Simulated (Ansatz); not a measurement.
Breaking a bond: W(F)6, SMILES [F][W]([F])([F])([F])([F])[F]. The W1–F7 bond (W1 also carries F, F, F, F, F; F7 carries nothing else) is stretched with both fragments frozen at the PBE0/def2-TZVP, def2 effective core potentials past Kr optimised geometry.

- RKS-PBE0 = restricted PBE0/def2-TZVP, def2 effective core potentials past Kr (Ansatz, a quantum-chemistry and plane-wave program)
- UKS-PBE0 = unrestricted PBE0/def2-TZVP, def2 effective core potentials past Kr in Ansatz

Energies relative to the lowest point of each curve near equilibrium, in kJ/mol:

```tsv
R / Å	RKS-PBE0
1.52	287.6
1.61	122.1
1.83	0.0
1.89	4.6
1.97	23.5
2.06	56.1
2.24	137.8
2.44	233.4
2.70	347.0
2.97	445.0
3.43	566.1
4.46	683.6
```

Task: Predict the corresponding UKS-PBE0 column.

Result: 1.52: 287.6; 1.61: 122.1; 1.83: 0.0; 1.89: 4.6; 1.97: 23.5; 2.06: 56.1; 2.24: 137.8; 2.44: 233.4; 2.70: 347.0; 2.97: 445.0; 3.43: 526.1; 4.46: 565.8 (kJ/mol).

The restricted form behind RKS-PBE0 keeps the bonding electrons paired and can't separate into open-shell fragments. The unrestricted determinant behind UKS-PBE0 is spin-contaminated at 3.43 to 5.26 Å (<S²> up to 0.9, against 0.00 for a pure singlet).
